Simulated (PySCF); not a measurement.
# Diatomics of Sn with the chalcogens

MP2 with double-zeta basis sets in PySCF, for the lowest determinant that a PBE0 search found; no spin–orbit coupling. De refers to high-spin ground-configuration atoms.

```json
{"M": "O", "basis": "cc-pVDZ-PP/cc-pVDZ", "reference, frozen orbitals": "RHF, 5", "state (unpaired electrons)": "singlet (closed shell)", "Re (Å)": "1.883", "ωe (cm⁻¹)": "763", "De (eV)": "5.36"}
{"M": "S", "basis": "def2-SVP", "reference, frozen orbitals": "RHF, 9", "state (unpaired electrons)": "singlet (closed shell)", "Re (Å)": "2.236", "ωe (cm⁻¹)": "489", "De (eV)": "4.51"}
{"M": "Se", "basis": "def2-SVP", "reference, frozen orbitals": "RHF, 13", "state (unpaired electrons)": "singlet (closed shell)", "Re (Å)": "2.355", "ωe (cm⁻¹)": "333", "De (eV)": "4.28"}
{"M": "Te", "basis": "def2-SVP", "reference, frozen orbitals": "RHF, 8", "state (unpaired electrons)": "singlet (closed shell)", "Re (Å)": "2.556", "ωe (cm⁻¹)": "264", "De (eV)": "3.72"}
```

Q: By what factor does the well depth vary along the series?

A: At MP2 it runs from 3.72 eV (SnTe) to 5.36 eV (SnO), a factor of 1.44.

The rows differ in basis set, which adds steps of its own.

Down a group the atoms grow and get heavier, so bonds lengthen and wavenumbers fall; this series shows no clear exception.

Correlated steps freeze the inner cores (5 to 13 orbitals); shallow outer-core shells are correlated. Correlated levels converge slowly with the basis: in double zeta they bind strong bonds too weakly, by up to about 1 eV, and carry superposition errors of some tenths. These are scalar-relativistic numbers at best; spin–orbit coupling would shift them, the dissociation energy most. Where the molecule has an RHF reference, its open-shell atoms are computed with UHF.
